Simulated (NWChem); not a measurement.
# Atomisation of CH2N

```
C
N 1 1.2441
H 1 1.1103 2 121.85
H 1 1.1103 3 116.30 2 180.00
```
Charge 0, spin multiplicity 2.

Program: NWChem. The geometry was optimised at UB3LYP/def2-SVP, a minimum by its harmonic frequencies.

Basis set: def2-TZVP. The atomisation energy is electronic alone: no zero-point, thermal, spin-orbit or counterpoise terms. No value is extrapolated to the basis-set limit. Free atoms are single determinants with multiplicities C 3, N 4, H 2.

B3LYP has NWChem's definition, with VWN1-RPA local correlation. The structure started from a generated list of species. The unpaired electrons of the parent sit in orbitals of symmetry b1 (C2v labels of the run); other states weren't searched. No SCF solution was tested for a lower state.

### Question
Order these methods by the atomisation energy they give, lowest first: BLYP, B3LYP, LDA (SVWN5), LC-wPBE (omega 0.3 per bohr).

### Answer
B3LYP (347.9 kcal/mol), LC-wPBE (omega 0.3 per bohr) (350.8 kcal/mol), BLYP (352.5 kcal/mol), LDA (SVWN5) (397.9 kcal/mol)
